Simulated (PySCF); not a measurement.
PySCF job for CH₈FN₃Si, SMILES N[Si](N)(N)CF, SMD-ωB97X/def2-SVP. Geometry optimised at PBE0-D3(BJ)/def2-SVP. This is a generated structure with no PubChem entry under its InChIKey; it may be hypothetical. The values are those of a single conformer.

```python
import numpy as np
from pyscf import gto, scf, dft
from pyscf.solvent import smd

mol = gto.M(
    atom='''
    N    -1.83830828    0.08425372    0.54528471
    Si   -0.19058460   -0.31445159    0.21256002
    N    -0.07899169   -1.08242261   -1.32637675
    N     0.30988039   -1.16415480    1.63200860
    C     1.05542621    1.10940203    0.02430095
    F     0.96393492    1.65964950   -1.25085725
    H    -2.10551455    0.48537667    1.43681447
    H    -2.42253574    0.43040365   -0.20605789
    H     0.29446788   -0.52937807   -2.09021092
    H    -0.74937021   -1.77055809   -1.64598354
    H    -0.33598983   -1.83005266    2.04226894
    H     1.26143846   -1.50727418    1.70056727
    H     2.09373950    0.75979106    0.17545786
    H     0.87591445    1.90702198    0.76679723
    ''',
    basis='def2-SVP',
    charge=0,
    spin=0,
    max_memory=1600,
    verbose=3,
)
mf = dft.RKS(mol, xc='wb97x').density_fit(auxbasis='def2-universal-jkfit')
mf.grids.level = 3
mf.conv_tol = 1e-9
mf.max_cycle = 100
mf.kernel()
res = {}
for name in ['water', 'chlorobenzene', 'toluene']:
    s = mf.SMD()
    s.with_solvent.solvent, s.with_solvent.sasa_ng = name, 194
    s.kernel(mf.make_rdm1())
    res[name] = (s.e_tot, s.with_solvent.get_cds(), s.dip_moment(), s.mo_energy, s.converged)
    print(f'SMD {name}: dG(solv) = {(s.e_tot - mf.e_tot) * 627.509474:.3f} kcal/mol, of which CDS {res[name][1] * 627.509474:.3f}')
```

Log of the run:

```
converged SCF energy = -596.19410313193
converged SCF energy = -596.199564199692
Dipole moment(X, Y, Z, Debye): -1.02955, -1.09219,  1.07915
SMD water: dG(solv) = -3.427 kcal/mol, of which CDS 5.602
converged SCF energy = -596.200707080577
Dipole moment(X, Y, Z, Debye): -1.01177, -1.07050,  1.03581
SMD chlorobenzene: dG(solv) = -4.144 kcal/mol, of which CDS 2.717
converged SCF energy = -596.197185794775
Dipole moment(X, Y, Z, Debye): -0.98526, -1.03977,  0.97929
SMD toluene: dG(solv) = -1.934 kcal/mol, of which CDS 2.313
```

Self-consistency was reached.

Cost: about 2.4 core-minutes (a rough figure).
